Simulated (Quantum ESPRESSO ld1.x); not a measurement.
Results of a calculation; reference values are marked as such.
Pb IV, 79 electrons, occupied as [Xe] 4f14 5d10 6p1 (not the ground configuration). Code: ld1.x of Quantum ESPRESSO 7.5. Model: scalar-relativistic Kohn-Sham, PBE, spin-unpolarised, spherical densities, point nucleus.

Normalised radial functions P(r) = r R(r), r in bohr:

| r | 6p |
|---|---|
| 0.000612 | 0.0005 |
| 0.0009656 | 0.0010 |
| 0.001511 | 0.0020 |
| 0.002385 | 0.0043 |
| 0.003732 | 0.0089 |
| 0.005889 | 0.0181 |
| 0.009217 | 0.0349 |
| 0.01454 | 0.0628 |
| 0.02276 | 0.0972 |
| 0.03591 | 0.1137 |
| 0.05621 | 0.0592 |
| 0.08868 | -0.0856 |
| 0.1388 | -0.1536 |
| 0.219 | 0.0660 |
| 0.3428 | 0.2221 |
| 0.5408 | -0.1454 |
| 0.8464 | -0.3425 |
| 1.335 | 0.2130 |
| 2.09 | 0.7162 |
| 3.298 | 0.5136 |
| 5.162 | 0.1165 |
| 8.144 | 0.0049 |

6p: eigenvalue -26.958 eV, 4 radial nodes at r = 0.0692, 0.199, 0.472, 1.17 bohr, <r> = 2.56 bohr, 90 % of the charge inside 3.68 bohr.
